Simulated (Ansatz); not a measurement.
C$_{4}$H$_{9}$ClOSi, SMILES `CC(C)(C)O[Si]Cl`. Total charge 0; spin multiplicity 1.

| atom | x (Å) | y (Å) | z (Å) |
| --- | --- | --- | --- |
| C1 | 0.489 | -0.759 | 1.102 |
| C2 | -0.126 | -0.122 | -0.133 |
| C3 | -1.334 | -0.913 | -0.604 |
| C4 | -0.495 | 1.331 | 0.115 |
| O5 | 0.826 | -0.183 | -1.211 |
| Si6 | 2.288 | 0.259 | -1.731 |
| Cl7 | 3.130 | 1.404 | -0.146 |
| H8 | 0.789 | -1.787 | 0.889 |
| H9 | -0.241 | -0.777 | 1.914 |
| H10 | 1.363 | -0.199 | 1.436 |
| H11 | -1.053 | -1.946 | -0.817 |
| H12 | -1.747 | -0.472 | -1.513 |
| H13 | -2.110 | -0.915 | 0.165 |
| H14 | 0.373 | 1.904 | 0.443 |
| H15 | -0.891 | 1.782 | -0.797 |
| H16 | -1.262 | 1.393 | 0.889 |

(1) List the harmonic frequencies (cm⁻¹, unscaled) at PBE0-D4/def2-TZVP in Ansatz. (An estimate is asked.)

(2) Is this a minimum?

(3) Give the ideal-gas thermochemistry at 298.15 K and 1 bar (rigid rotor, harmonic oscillator; point group Cs, symmetry number 1).

(4) Rotational constants (cm⁻¹)?

Answers

(1) The calculation gave: 59, 111, 128, 213, 221, 273, 275, 347, 349, 375, 465, 471, 488, 641, 834, 931, 931, 961, 1051, 1053, 1098, 1209, 1277, 1280, 1394, 1394, 1419, 1461, 1477, 1478, 1491, 1492, 1512, 3055, 3057, 3062, 3133, 3133, 3140, 3142, 3150, 3154.

(2) Yes, all 42 modes are real.

(3) Zero-point energy 336.1 kJ/mol; H(298) − E = 363.1 kJ/mol; entropy 395.0 J/(mol·K), of which translation 170.2, rotation 121.1, vibration 103.7; G(298) − E = 245.3 kJ/mol. Modes under 100 cm⁻¹ are hindered rotations or soft bends, so the harmonic entropy is rough.

(4) 0.1008, 0.03722, 0.0331.
